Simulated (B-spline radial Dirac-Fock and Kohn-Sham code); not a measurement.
## Gd²⁺: non-radiative channels of the K vacancy

System: Gd²⁺, [Xe] 4f7 5d1.

Input file task.json (cfg lists n, l and occupation; rrms is the nuclear radius in fm):

```json
{"items": [{
  "Z": 64,
  "q": 2,
  "cfg": [[1, 0, 2], [2, 0, 2], [2, 1, 6], [3, 0, 2], [3, 1, 6], [3, 2, 10], [4, 0, 2], [4, 1, 6], [4, 2, 10], [4, 3, 7], [5, 0, 2], [5, 1, 6], [5, 2, 1]],
  "A": 158,
  "rrms": 5.1569,
  "do": ["binding", "quiet", "decay"],
  "holes": ["K", "L1", "L2", "L3", "M1", "M2", "M3", "M4", "M5", "N1", "N2", "N3", "N4", "N5"]
}]}
```

Launch: `python xray_run.py task.json out`

Level of theory: independent-particle rates on relativistic LDA orbitals of the hole state (multipoles up to L = 3, Coulomb Auger matrix elements, transition energies from Dirac-Fock); a radial finite-basis atomic code. Kinetic energies are configuration averages from the vacuum level; the two-hole energies are estimated from single-hole states. The rates lack the Breit term, which in heavy atoms raises K-L1L1 and K-L1L2.

```
transition  kinetic energy (eV)  width (meV)  share (%)
    K-L1L1              33270.3         97.3        7.0
    K-L1L2              33729.1          130        9.3
    K-L2L2              34124.7         16.6        1.2
    K-L1L3              34425.5          146       10.5
    K-L2L3              34838.0          349       25.0
    K-L3L3              35532.0          156       11.2
    K-L1M1              39876.7         36.7        2.6
    K-L1M2              40062.7         27.1        1.9
    K-L1M3              40210.4         30.7        2.2
    K-L2M1              40321.8         20.2        1.4
    K-L2M3              40657.5         61.6        4.4
    K-L3M1              41010.6         22.4        1.6
    K-L3M2              41198.5         58.1        4.2
    K-L3M3              41349.0         56.1        4.0
    K-L2N3              41970.1         13.4        1.0
    K-L3N2              42625.0         12.7        0.9
```

The listed channels hold 89 % of the non-radiative rate. Summed by principal shells, of 1.39 eV in all: KLL 64.2 %, KLM 25.5 %, KLN 5.7 %, KMM 2.4 %, KMN 1.1 %, KLO 0.8 %.

Values without a named source are computed, but for edge energies of neutral atoms, which are taken from tables.
